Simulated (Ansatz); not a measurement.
Species: sum formula SiPH4, charge 0, multiplicity 2. It need not be the lowest isomer of its formula. 
Geometry from a B3LYP-D3(BJ)/def2-TZVP (Ansatz, an electronic-structure program) optimisation:
```
Si
H 1 1.4808
H 1 1.4839 2 108.99
H 1 1.4839 2 108.99 3 -118.40
P 1 2.2606 2 109.00 3 120.80
H 5 1.4248 1 91.77 2 180.00
```
Charge 0, spin multiplicity 2.

Basis-set convergence of Hartree-Fock and CCSD correlation energies (hartree) with Ansatz. Valence correlation only, unless marked. Open shells are spin-unrestricted. Spin-orbit coupling is left out. Non-relativistic.

```
basis        functions       E(HF)  E(corr, CCSD)
-----------  ---------  ----------  -------------
cc-pV(D+d)Z         66  -631.98513       -0.25213
cc-pV(T+d)Z        134           ?              ?
```

Q: Some entries are withheld; supply them.

A: 
- cc-pV(T+d)Z, E(HF): -632.01001
- cc-pV(T+d)Z, E(corr, CCSD): -0.30459
